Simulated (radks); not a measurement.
Fractional charge and spin in the 4s shell of arsenic: the spin-up occupation runs from 0 to 1 and the spin-down occupation from 0 to 1; the fullest corner is As, [Ar] 3d10 4p(up 1.5, down 1.5) 4s(up 1, down 1). All-electron calculation, non-relativistic Kohn-Sham, BLYP, spin-polarised, spherical densities, point nucleus. Program: a radial shooting solver on a logarithmic mesh with Libxc functionals. Energy (eV) above the fullest corner. The planes named below are the two flat planes that join the four corners, with an edge along up + down = one added electron.

\begin{tabular}{lrrrrr}
down \ up & 0 & 0.25 & 0.5 & 0.75 & 1 \\ \hline
0 & 47.644 & 39.360 & 31.738 & 24.766 & 18.432 \\
0.25 & 39.360 & 31.803 & 24.892 & 18.614 & 12.955 \\
0.5 & 31.738 & 24.892 & 18.676 & 13.074 & 8.070 \\
0.75 & 24.766 & 18.614 & 13.074 & 8.128 & 3.759 \\
1 & 18.432 & 12.955 & 8.070 & 3.759 & 0.000 \\
\end{tabular}

Corners above the fullest one (they belong to As+ and the next ion): (up 1, down 0) 18.432 eV, (up 0, down 1) 18.432 eV, (up 0, down 0) 47.644 eV. With half an added electron in each spin the energy lies 0.244 eV from the planes, and with half an added electron in spin up alone -1.300 eV. The planes are only a guide here: the flat-plane condition holds for ground states with one frontier orbital, while this shell lies below other occupied shells, so the corners above the fullest one are inner-hole states and not the ground states of those ions.
